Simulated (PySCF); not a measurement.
Problem. Give a GFN2-xTB geometry of 3-ethynylphenol (`C#Cc1cccc(O)c1`).

Solution. 
```xyz
15
C8H6O angstrom
C      3.3368   -0.8813    0.0072
C      2.1994   -0.4976   -0.0041
C      0.8575   -0.0455   -0.0148
C      0.5754    1.3160   -0.1074
C     -0.7400    1.7422   -0.1137
C     -1.7774    0.8326   -0.0297
C     -1.4997   -0.5294    0.0617
O     -2.5456   -1.3962    0.1418
C     -0.1840   -0.9673    0.0703
H      4.3319   -1.2132    0.0170
H      1.3867    2.0247   -0.1733
H     -0.9615    2.7968   -0.1844
H     -2.8071    1.1518   -0.0331
H     -2.2170   -2.3017    0.1979
H      0.0401   -2.0241    0.1428
```

Orientation and origin are arbitrary. Atoms count from 1 in this order. The 9 heavy atoms lie in one plane (0.001 Å rms). The 8 C–C bonds span 1.200 Å (C1≡C2, drawn triple) to 1.416 Å (C2–C3, drawn single), a spread of 0.216 Å. Of the pairs four or more bonds apart, H14···H15 is among the closest relative to their van der Waals radii: 2.27 Å, 95 % of the sum of Bondi's values. The 6-membered ring C3–C4–C5–C6–C7–C9 has internal angles of 119.6° to 120.7° (sum 720°, against 720° for a flat polygon); it is planar, 0.00 Å rms from its mean plane, widest ring torsion 0°.

Bonds between heavy atoms (Å): C1≡C2 1.200, C2–C3 1.416, C3–C4 1.393, C4–C5 1.383, C5–C6 1.382, C6–C7 1.393, C7–O8 1.361, C7–C9 1.387, C3–C9 1.393.

Computed geometry: GFN2-xTB, gas phase.

Point group: Cs (every atom within 0.08 Å of its image). Stationary, but not proved a minimum. The numbers are those of one conformer (C6–C7–O8–H 180°).
